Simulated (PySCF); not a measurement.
## SMILES O=C/C1=C/CC/C=C\CC1, C9H12O

Geometry:
```csv
atom,x (Å),y (Å),z (Å)
O1,3.519,0.183,0.509
C2,2.573,0.930,0.546
C3,1.221,0.606,0.041
C4,0.291,1.568,0.206
C5,-1.159,1.595,-0.141
C6,-1.843,0.268,-0.475
C7,-1.833,-0.715,0.665
C8,-0.857,-1.552,1.039
C9,0.501,-1.790,0.453
C10,1.054,-0.769,-0.544
H11,2.668,1.959,0.983
H12,0.656,2.499,0.664
H13,-1.289,2.303,-0.983
H14,-1.690,2.073,0.702
H15,-1.403,-0.165,-1.383
H16,-2.889,0.491,-0.735
H17,-2.739,-0.720,1.282
H18,-1.072,-2.178,1.914
H19,0.507,-2.789,-0.022
H20,1.219,-1.877,1.287
H21,2.058,-1.108,-0.840
H22,0.448,-0.741,-1.457
```

Method: TDDFT CAM-B3LYP/def2-SVPD circular dichroism and optical rotation, one conformer, gas phase in PySCF 2.14.0. Geometry: PBE0-D3(BJ)/def2-SVP.

No stereocentre is labelled: unless the shape is locked (an allene, a helicene, a hindered biaryl), the mirror image is equally populated and a measured rotation or CD is zero.

**Question.** What is the specific rotation at 633, 589.3, 546, 436, 405, 365, 355 nm?

**Answer.** [α] in deg dm⁻¹ (g/mL)⁻¹:
| λ (nm) | origin-invariant length gauge | modified velocity gauge | length gauge (centre of mass) | isotropic polarisability (au) |
| --- | --- | --- | --- | --- |
| 633 | +18.4 | +18.4 | +18.2 | 110.2 |
| 589.3 | +16.5 | +16.6 | +16.3 | 110.7 |
| 546 | +11.3 | +11.6 | +11.1 | 111.3 |
| 436 | -59.2 | -57.8 | -59.6 | 114.2 |
| 405 | -135.1 | -133.2 | -135.6 | 115.6 |
| 365 | -411.1 | -409.0 | -411.9 | 118.1 |
| 355 | -568.1 | -566.5 | -569.0 | 118.9 |

The shortest wavelength is close to the first absorption, where this undamped response comes out too large.

**Question.** And for the mirror image at 589.3 nm?

**Answer.** -16.5 deg dm⁻¹ (g/mL)⁻¹ (origin-invariant length gauge): the same size and the opposite sign.

**Question.** What is the molar rotation [Φ] = [α]·M/100 of the geometry above at 589.3 nm?

**Answer.** With M = 136.19 g/mol, +22.5 deg cm² dmol⁻¹ (origin-invariant length gauge).

The first excitation lies at 4.07 eV (305 nm) with R = -5.6 × 10⁻⁴⁰ esu² cm² (velocity form).
